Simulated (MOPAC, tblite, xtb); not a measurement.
Potential energy curve for B2, triplet. Each curve is given relative to its own lowest point near equilibrium.

| R / Å | A | B | C |
|---|---|---|---|
| 1.19 | 2.1 | 218.5 | 239.4 |
| 1.32 | 0.0 | 36.2 | 23.6 |
| 1.37 | 10.8 | 10.3 | 0.6 |
| 1.44 | 32.9 | 0.0 | 0.0 |
| 1.54 | 73.7 | 19.6 | 34.8 |
| 1.58 | 92.0 | 34.6 | 53.2 |
| 1.61 | 106.2 | 47.7 | 67.8 |
| 1.64 | 120.7 | 62.0 | 82.9 |
| 1.72 | 160.5 | 103.9 | 125.8 |
| 1.76 | 180.7 | 126.0 | 148.2 |
| 1.85 | 226.0 | 176.3 | 199.3 |

Energies in kJ/mol.

Q: Assign the columns to these levels of theory: GFN1-xTB run with xtb 6.7.1; GFN2-xTB, 300 K electronic temperature run with tblite 0.5.0; PM7, unrestricted, heats of formation (MOPAC).

A: A is PM7; B is GFN1-xTB; C is GFN2-xTB.

The scan ran from 1.19 to 6.47 Å; beyond the distances shown full CI changes its symmetry label.
